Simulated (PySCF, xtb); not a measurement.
Si(H)(F)2(NH2) (F₂H₃NSi), SMILES F[SiH](N)F.

GFN2-xTB (xtb) at its own geometry gives an orbital gap of 7.02 eV and a dipole moment of 3.59 D.

Coordinates come from a ωB97X-D3(BJ)/def2-SVP optimisation. One conformer was computed; it need not be the lowest.

What does PySCF with PBE/def2-TZVPD give? (An estimate is asked for; the answer gives what the named calculation found.)

gap 6.27 eV (levels -6.93 and -0.66 eV), dipole 2.68 D.
